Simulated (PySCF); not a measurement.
**Choosing a basis for TDDFT**

Selenium tetrafluoride, SeF4.
Atom-mapped SMILES: `[F:1][Se:2]([F:3])([F:4])[F:5]`

Cartesian coordinates in Å at the PBE0-D3(BJ)/def2-SVP level; atoms count from 1:
```
atom  x, y, z in Å
F1    -0.0708    1.3709   -0.3730
Se2   -0.0292   -0.3387   -0.4102
F3    -1.7648   -0.2820   -0.0285
F4     0.2192   -0.6727    1.2491
F5     1.7376   -0.1823   -0.5338
```

TDDFT with PBE0 (PySCF), vertical singlets, core orbitals frozen in the response, spherical d and f functions. Geometry: PBE0-D3(BJ)/def2-SVP; no solvent, vibrations or thermal averaging. Relativistic effects, spin–orbit coupling among them, are left out although an element past zinc is present.

```
      basis  functions  diffuse  S1 (eV)  S2 (eV)  S3 (eV)  S4 (eV)  S5 (eV)  LUMO (eV)  α (au)
     6-31G*         88       no     6.10     7.12     7.20     7.40     7.54      -2.39    25.7
   def2-SVP         88       no     6.13     7.17     7.26     7.47     7.58      -2.61    24.3
aug-cc-pVDZ        128      yes     6.15     7.23     7.27     7.38     7.67      -2.97    32.7
  def2-SVPD        133      yes     6.19     7.27     7.32     7.45     7.71      -3.08    33.1
  def2-TZVP        172       no     6.16     7.28     7.33     7.54     7.73      -2.83    29.0
 def2-TZVPD        217      yes     6.15     7.28     7.32     7.47     7.74      -2.92    33.6
aug-cc-pVTZ        243      yes     6.16     7.30     7.34     7.49     7.75      -2.91    33.4
```

Task: Compare the sets with the largest diffuse one.

Result: States are compared by their number. Against the largest diffuse basis here (aug-cc-pVTZ, itself not a converged limit), sets without diffuse functions differ by up to 0.07 eV in S1 and 0.21 eV in S5; the smaller diffuse sets differ by up to 0.03 and 0.08 eV. State by state, the largest deviation of a set without diffuse functions is S1 0.07, S2 0.19, S3 0.14, S4 0.09, S5 0.21 eV. The same number needn't mean the same state in each row. Against aug-cc-pVTZ the polarisability deviates by -23% in 6-31G*, -27% in def2-SVP, -2% in aug-cc-pVDZ, -1% in def2-SVPD, -13% in def2-TZVP, +1% in def2-TZVPD.
